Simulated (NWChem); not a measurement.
C2H3FO2Si; SMILES O=C1C[Si@@H](F)O1

```xyz
9

O      0.2004     2.4143    -0.3322
C      0.0345     1.2654    -0.0893
C     -1.2449     0.4156     0.0012
Si    -0.0404    -0.9379     0.4321
F      0.1770    -2.0876    -0.6766
O      1.0357     0.3693     0.2093
H     -1.7684     0.3460    -0.9638
H     -1.9453     0.7956     0.7587
H      0.0598    -1.5769     1.7577
```
Atoms are numbered in this order, from 1.

Results from NWChem. Geometry: optimised at PBE0/def2-SVP. Level M06-2X/def2-SVP: energy and gradient on several grids; changes count from the extra-fine grid, which is no exact limit either.

Task: Which is the coarsest grid (xcoarse; coarse; fine; xfine; medium) from which on the energy stays within 50 μHa and each gradient component within 100 μHa/bohr of xfine?

Result: fine.
```json
[
 {"grid": "xcoarse", "size of the energy change (μHa)": "20000", "largest change of a gradient component (μHa/bohr)": "5000", "time, medium = 1 (rough)": "about 1"},
 {"grid": "coarse", "size of the energy change (μHa)": "800", "largest change of a gradient component (μHa/bohr)": "1000", "time, medium = 1 (rough)": "about 1"},
 {"grid": "medium", "size of the energy change (μHa)": "100", "largest change of a gradient component (μHa/bohr)": "200", "time, medium = 1 (rough)": "about 1"},
 {"grid": "fine", "size of the energy change (μHa)": "< 10", "largest change of a gradient component (μHa/bohr)": "< 30", "time, medium = 1 (rough)": "about 1"},
 {"grid": "xfine", "size of the energy change (μHa)": "< 10", "largest change of a gradient component (μHa/bohr)": "< 30", "time, medium = 1 (rough)": "2"}
]
```
